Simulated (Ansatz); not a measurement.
The molecule AsSe, multiplicity 4 (an upper state: multiplicity 2 came lower at CCSD(T)/def2-TZVPP on PBE0 minima). No spin–orbit coupling. As is treated without relativity. Se is treated without relativity.

Constants: fifth-degree fit in 1/R to seven points, most abundant isotopes. In def2 and cc sets the state is the lowest found near the PBE0 minimum, followed along R.

Codes used: Ansatz (Gaussian basis) for Hartree–Fock, density functionals and correlated methods. Values without a source in brackets are computed.

| level | r_e (Å) | ω_e (cm⁻¹) | ω_e x_e (cm⁻¹) | B_e (cm⁻¹) | dipole (D) |
|---|---|---|---|---|---|
| PBE/def2-TZVPP | 2.419 | 274 | 0.71 | 0.0745 | 0.19 |
| PBE0/def2-TZVPP | 2.392 | 288 | 0.69 | 0.0762 | 0.33 |
| wB97X-V/def2-TZVPP | 2.379 | 297 | 0.67 | 0.0770 | 0.42 |
| CCSD/def2-TZVPP | 2.395 | 287 | 0.81 | 0.0760 | - |
| CCSD(T)/def2-TZVPP | 2.402 | 282 | 0.86 | 0.0756 | - |

Correlated levels freeze the inner cores; with def2 sets outer-core shells near the valence are correlated too.

Ansatz is a program for electronic structure.
